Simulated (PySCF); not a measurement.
Molecule: SMILES O=Cc1cccc(O[SiH3])c1 (C7H8O2Si). Atoms near the plane z = 0.0 Å, at the GFN2-xTB optimised geometry (x, y, z in Å): O1 (-3.6, 2.0, 0.0), C2 (-2.9, 1.1, 0.0), C3 (-1.4, 1.1, 0.0), C4 (-0.7, 2.3, 0.0), C5 (0.7, 2.3, 0.0), C6 (1.4, 1.1, 0.0), C7 (0.7, -0.1, 0.0), O8 (1.3, -1.3, 0.0), Si9 (2.9, -1.8, 0.0), C10 (-0.7, -0.1, 0.0), H11 (-3.3, 0.1, 0.0), H12 (-1.3, 3.2, 0.0), H13 (1.2, 3.2, 0.0), H14 (2.4, 1.1, 0.0), H17 (2.7, -3.2, 0.0), H18 (-1.2, -1.1, 0.0).

Calculation: B3LYP/def2-SVP in PySCF. Cells within 0.4 Å of a nucleus heavier than hydrogen are left out (blank, or x). The values are rescaled to run from 0 to 1.

```
|333333333333333444444443333|
|332223333333344444444444433|
|222222233334444444444444443|
|222222223344444444444444444|
|222111223465445665544444444|
|221100113899657998544444444|
|211000013999999999544444444|
|210039713999999999554444444|
|21009x99699xx9xx99655444444|
|21009x999999999999986544444|
|2110799x99x99999x9998544444|
|222259xx99x99999x9999554444|
|323369999999999999997554444|
|33347999999xx9xx99998654444|
|33345999799x99x999999865444|
|3334456569999999x9999985444|
|333444455999869xx9999996544|
|3333444456875339999xx997544|
|333344444554321379999997544|
|333334444444332249999996544|
|333333444443333346999765544|
|333333334333333335998544444|
|333333333333333334554444444|
|333333333333333333444444444|
|333333333333333333334444444|
|333333333333333333333444444|
|333333333333333333333334444|
```
Scale: ten equal steps from 0.000 (start of '0') to 1.00 (end of '9'), in the order '0123456789'; x runs from -6.00 to 6.00, y from -6.00 (bottom) to 6.00 (top).

Question: Which quantity is mapped?
A) Laplacian of the electron density
B) an orbital amplitude
C) log10 of the electron density
D) electrostatic potential

Answer: D, electrostatic potential. In full: electrostatic potential (hartree/e), clipped to [-0.08, 0.12].
